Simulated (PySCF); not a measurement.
How methods differ on the excitation energy of Ti

Ti [Ar] 3d2 4s2 (3F) → Ti [Ar] 3d2 4s1 4p1 (high-spin determinant), as a difference of total energies. Computed with PySCF 2.14 in def2-TZVPPD (6s6p4d2f1g, 67 functions), with no relativity, point nucleus. Correlated levels: valence and next inner shell: [Ne] frozen. The calculations carry no spin-orbit coupling.

| method | excitation energy (eV) |
| --- | --- |
| UHF | 0.984 |
| MP2 (valence and next inner shell) | 1.852 |
| SCS-MP2 (valence and next inner shell) | 2.009 |
| CCSD (valence and next inner shell) | 1.915 |
| CCSD(T) (valence and next inner shell) | 2.002 |

Question: How much does correlation contribute at CCSD(T) (valence and next inner shell)?

Answer: 2.002 − (0.984) = 1.018 eV, measured against UHF.

A first-order spin-orbit estimate (lowest level to lowest level, LS coupling) adds -0.008 eV.

The determinant of the upper state mixes LS terms, which raises its energy above the lowest term, most at the Hartree-Fock and MP2 levels.
